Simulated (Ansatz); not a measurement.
# Changing the shape of ScF, singlet

Program: Ansatz, Gaussian basis, development build. Basis def2-SVP, nonrelativistic, 6 orbitals frozen in the corrections; active space CAS(10,6). Restricted Hartree–Fock, then the lowest state-specific CASSCF solution met for each case. A minimal or small basis: far from the basis limit. Single-reference values can break down or jump between states where bonds are stretched. Solutions in different active orbitals can move differences by tenths of an eV and at times more than 1 eV.

Case A: bond length 1.7870 Å.

Case B: bond length 2.6805 Å.

Energy less that of case A, in eV:

| case | RHF/ROHF | CASSCF |
| --- | --- | --- |
| B | +3.326 | +2.512 |

Question: Give the SC-NEVPT2 energies against case A.

Answer: B: +3.054 eV (70.4 kcal/mol).
